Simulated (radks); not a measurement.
Species: Zn3.5+. Configuration: [Ne] 3s2 3d10 3p(up 2.5, down 2) (fractional occupations, a model configuration).

All-electron calculation, non-relativistic Kohn-Sham, r2SCAN, spin-polarised, spherical densities, point nucleus; meta-GGA in the generalised Kohn-Sham scheme. Program: a radial shooting solver on a logarithmic mesh with Libxc functionals.

Energy parts (eV):
| part | energy |
|---|---|
| total | -48210.227 |
| kinetic | 48178.442 |
| electron-nucleus | -114030.861 |
| Hartree | 19524.510 |
| exchange-correlation | -1882.318 |

Orbitals (lengths in bohr, moments of r in powers of bohr; r(max) is where P^2 peaks; r(90%) holds 90 % of the orbital's charge):
| orbital | occ. | eigenvalue (eV) | <r^2> | <r^4> | r(90%) | r(max) |
|---|---|---|---|---|---|---|
| 1s up | 1 | -9496.207 | 0.003501 | 0.00003125 | 0.0910 | 0.03372 |
| 1s down | 1 | -9495.751 | 0.003501 | 0.00003125 | 0.0910 | 0.03371 |
| 2s up | 1 | -1200.572 | 0.06200 | 0.006665 | 0.354 | 0.1922 |
| 2s down | 1 | -1200.426 | 0.06199 | 0.006659 | 0.354 | 0.1923 |
| 2p up | 3 | -1063.633 | 0.04874 | 0.004785 | 0.325 | 0.1534 |
| 2p down | 3 | -1063.221 | 0.04875 | 0.004784 | 0.325 | 0.1534 |
| 3s up | 1 | -184.4906 | 0.5372 | 0.4621 | 1.02 | 0.5941 |
| 3s down | 1 | -183.3467 | 0.5389 | 0.4654 | 1.02 | 0.5945 |
| 3p up | 2.5 | -139.9422 | 0.5813 | 0.5788 | 1.08 | 0.5929 |
| 3p down | 2 | -138.8411 | 0.5840 | 0.5852 | 1.08 | 0.5934 |
| 3d up | 5 | -64.0233 | 0.7700 | 1.326 | 1.31 | 0.5558 |
| 3d down | 5 | -63.1804 | 0.7798 | 1.367 | 1.32 | 0.5561 |

The highest occupied level is 3d down at -63.180 eV. Spin moment in Bohr magnetons: 0.5. The spin density at the nucleus is 0.2496 e/bohr^3 (1s -0.5141, 2s 0.3042, 3s 0.4596), a Fermi contact field of 13.1 T. The density falls to 0.001 e/bohr^3 at r = 2.50 bohr.
